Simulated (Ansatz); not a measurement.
**Question.** Name a neutral molecule of Al, F, Si and H with LUMO energy (PBE/def2-TZVPP) between -2.30 and -2.00 eV and size of the dipole moment (ωB97M-V/def2-TZVPP) between 1.70 and 2.00 D (Ansatz, PBE0-D4/def2-TZVP geometry).

**Answer.** `[F][Al]([F])[SiH3]` (-2.22 eV, 1.74 D). Other molecules can fit too; these were computed, each in one conformer that needn't be the lowest.
